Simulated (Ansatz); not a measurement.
Reaction (ligand exchange at a Ge–S bond): `CO[SiH2][S][GeH3]` + `CSS` → `CS[S][GeH3]` + `CO[SiH2]S`

Program: Ansatz. Geometries: PBE0-D4/def2-TZVP. ΔE: electronic, gas phase. CCSD(T)/CBS adds triple-zeta CCSD(T) − MP2 to the extrapolated MP2 energy (def2 sets, frozen cores). This one scheme is used for every species. DFT in def2-TZVPP. For Ge outer-core shells are correlated without core-valence functions, which leaves a few kJ/mol of doubt a bond. Scalar relativity is left out up to krypton. One conformer a species, not always the lowest.

```json
{"level": "r2SCAN-D4", "ΔE (kJ/mol)": "5.8", "difference from CCSD(T)/CBS": "0.0"}
{"level": "ωB97X-V", "ΔE (kJ/mol)": "7.3", "difference from CCSD(T)/CBS": "1.5"}
{"level": "ωB97M-V", "ΔE (kJ/mol)": "7.4", "difference from CCSD(T)/CBS": "1.6"}
{"level": "B2PLYP", "ΔE (kJ/mol)": "4.1", "difference from CCSD(T)/CBS": "-1.7"}
{"level": "PBE0", "ΔE (kJ/mol)": "5.3", "difference from CCSD(T)/CBS": "-0.5"}
{"level": "HF/def2-TZVPP", "ΔE (kJ/mol)": "6.7", "difference from CCSD(T)/CBS": "0.9"}
{"level": "SCS-MP2/def2-TZVPP", "ΔE (kJ/mol)": "6.2", "difference from CCSD(T)/CBS": "0.4"}
{"level": "CCSD(T)/def2-TZVPP", "ΔE (kJ/mol)": "6.1", "difference from CCSD(T)/CBS": "0.3"}
{"level": "HF/def2-QZVPP", "ΔE (kJ/mol)": "6.6", "difference from CCSD(T)/CBS": "0.8"}
{"level": "SCS-MP2/def2-QZVPP", "ΔE (kJ/mol)": "6.0", "difference from CCSD(T)/CBS": "0.2"}
{"level": "CCSD(T)/CBS", "ΔE (kJ/mol)": "5.8", "difference from CCSD(T)/CBS": "0"}
```

Largest T1 diagnostic among the species: 0.012.
